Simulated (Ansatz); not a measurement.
The same path of CH5SSb (8 atoms, charge 0, multiplicity 1) was run twice with different band settings. The coordinate that changes most is the height of Sb3 over the plane of its neighbours.

The calculation used RKS PBE0-D4/def2-SVP in Ansatz 0.2.0.

Relaxed end points:

```xyz
8
Properties=species:S:1:pos:R:3
C -0.806 1.151 -0.520
S -0.297 0.238 0.971
Sb 1.115 -1.481 -0.046
H -1.375 0.523 -1.219
H 0.049 1.606 -1.042
H -1.464 1.958 -0.166
H 2.404 -1.288 1.073
H 0.466 -2.765 0.894
```

```xyz
8
Properties=species:S:1:pos:R:3
C -0.633 0.890 -0.463
S -0.519 0.501 1.307
Sb 0.968 -1.431 1.325
H -1.077 0.059 -1.030
H 0.351 1.140 -0.886
H -1.289 1.769 -0.550
H 2.107 -0.752 0.226
H 0.184 -2.233 0.016
```

Common settings: spring 5.0 eV/Å²; optimiser quadratic models (default); start path IDPP; force threshold 0.05 eV/Å; iteration limit 60; end points relaxed.

| run | movable images | climbing image |
| --- | --- | --- |
| 1 | 7 | yes |
| 2 | 6 | no |

Q: What does each run give, and how far can it be trusted?

A: Run 1: converged after 7 iterations, highest image 2.084 eV above the first end. A vibrational analysis at the climbing image gives one clearly imaginary mode, 989i cm⁻¹: a first-order saddle point.
Run 2: converged after 7 iterations, highest image 1.804 eV above the first end. Neighbouring images differ by up to 1.3 eV, so the band resolves the path poorly. No image climbed, so the highest image needn't sit at the top of the path.
